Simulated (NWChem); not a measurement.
System: C₂H₄GeN₂; SMILES C1=[N][GeH2][N]=C1

```xyz
9

C      0.0000     0.7602     1.5681
N      0.0000     1.3797     0.4568
Ge     0.0000     0.0000    -0.8340
N      0.0000    -1.3797     0.4568
C      0.0000    -0.7602     1.5681
H      0.0000     1.3025     2.5299
H     -1.2756     0.0000    -1.6836
H      1.2756     0.0000    -1.6836
H      0.0000    -1.3025     2.5299
```
Atoms are numbered in this order, from 1.

Computed with NWChem. Structure relaxed at the PBE0/def2-SVP level. GIAO values for the isolated, static molecule; σ is the absolute isotropic shielding, δ = σ(reference) − σ with the isolated reference molecule computed at the same levels (13C: tetramethylsilane, 1H: tetramethylsilane, 15N: ammonia).

```tsv
level	δ C1 (ppm)	δ N2 (ppm)	σ Ge3 (ppm)	δ H6 (ppm)	δ H7 (ppm)
KT2/pcSseg-1	161.3	386.0	1288.0	8.30	5.94
LDA (Slater exchange, VWN5)/pcSseg-1	177.8	448.3	1165.5	8.59	6.40
BHandHLYP/pcSseg-1	174.2	434.5	1343.4	8.44	5.54
```
